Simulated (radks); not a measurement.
W7+, configuration [Kr] 4d10 4f14 5s2 5p5 (not the ground configuration).

Calculated with a radial shooting solver on a logarithmic mesh with Libxc functionals: scalar-relativistic Kohn-Sham, PBE, spin-polarised, spherical densities, finite nucleus; open shells are filled with parallel spins first (spin-orbit coupling, left out, can overturn this in heavy ions); Fermi nuclear charge, rms radius 5.3658 fm.

Energy parts (hartree):
total: -16128.0112
kinetic: 17765.5696
electron-nucleus: -39631.5335
Hartree: 6057.5061
exchange-correlation: -319.5534

Orbitals (lengths in bohr, moments of r in powers of bohr; <r^-3> diverges for s and p1/2; r(max) is where P^2 peaks):
orbital  occ.  eigenvalue (hartree)      <r>   r(max)       <r^4>  <r^-3>
1s up       1             -2556.620  0.01835  0.01146   5.819e-07       -
1s down     1             -2556.616  0.01835  0.01146   5.819e-07       -
2s up       1             -444.2895  0.07757  0.06568  0.00008753       -
2s down     1             -444.2874  0.07757  0.06568  0.00008753       -
2p up       3             -389.1020  0.06944  0.05388  0.00006872   19750
2p down     3             -389.0986  0.06944  0.05388  0.00006872   19750
3s up       1             -105.0700   0.2011   0.1853    0.003217       -
3s down     1             -105.0678   0.2011   0.1853    0.003217       -
3p up       3             -88.71847   0.2013   0.1834    0.003460    4405
3p down     3             -88.71580   0.2013   0.1834    0.003460    4405
3d up       5             -69.88985   0.1823   0.1493    0.002674   566.1
3d down     5             -69.88712   0.1823   0.1493    0.002674   566.1
4s up       1             -24.50613   0.4496   0.4206     0.07553       -
4s down     1             -24.50150   0.4496   0.4206     0.07549       -
4p up       3             -19.14125   0.4780   0.4411      0.1006    1023
4p down     3             -19.13630   0.4779   0.4412      0.1005    1023
4d up       5             -12.33317   0.5111   0.4522      0.1475   112.5
4d down     5             -12.32680   0.5108   0.4522      0.1469   112.6
5s up       1              -6.36674    1.035   0.9528       2.042       -
5s down     1              -6.32494    1.034   0.9513       2.041       -
5p up       3              -4.95807    1.169    1.064       3.391   171.0
5p down     2              -4.91427    1.170    1.063       3.413   171.2
4f up       7              -4.77445   0.5958   0.4283      0.4174   19.38
4f down     7              -4.76236   0.5938   0.4281      0.4105   19.46

The highest occupied level is 4f down at -129.59 eV. Spin moment in Bohr magnetons: 1. The electron density at the nucleus is 1.516e+06 e/bohr^3 (large components only). Summed over all electrons, <r^2> = 22.03 bohr^2, which gives a Langevin (diamagnetic) susceptibility term of -17.4 x 10^-6 cm^3/mol. The spin density at the nucleus is -4.255 e/bohr^3 (1s -1.420, 2s 0.386, 3s 0.653, 4s 0.432, 5s -4.306).
